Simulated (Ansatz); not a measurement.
A made-up structure of LiAlOF2, closed shell:

```xyz
5
angstrom
Li -1.7380 -1.3981 1.9712
O -0.6742 -0.5427 0.7647
Al 0.4011 0.3226 -0.4549
F 1.5777 -0.5413 -1.5942
F 0.4334 2.1594 -0.6868
```

It is relaxed with PBE-D4/def2-SVP and then PBE0-D4/def2-TZVP (Ansatz 0.2.0). Atoms count as bonded within 1.22 times the sum of their covalent radii (H–H: 0.88 Å). The end point is not checked to be a true minimum.

Problem. Does its bonding change? (Judge from chemistry; the calculation decides.)

Solution. Computed: No: no bond forms or breaks.

Where it ends: The first stage lowers the energy by 1.27 eV in 5 steps. It ends as LiAlOF₂ ([Li][O][Al]([F])[F]):
| atom | x (Å) | y (Å) | z (Å) |
| --- | --- | --- | --- |
| Li1 | -1.5519 | -1.2484 | 1.7597 |
| O2 | -0.6021 | -0.4845 | 0.6830 |
| Al3 | 0.3580 | 0.2880 | -0.4060 |
| F4 | 1.4087 | -0.4830 | -1.4233 |
| F5 | 0.3873 | 1.9280 | -0.6134 |

Labels in which every atom is bracketed show which atoms are joined, not bond orders.

For scale, one of the runs: PBE0-D4/def2-TZVP relaxation, 144 basis functions, launched by `ansatz run in.yaml --threads 2 --pin off --events-out ev --progress --plain --max-ram 4352MiB`. The run took about 13 s on 2 CPU threads of an Arm Neoverse V2 (shared host).
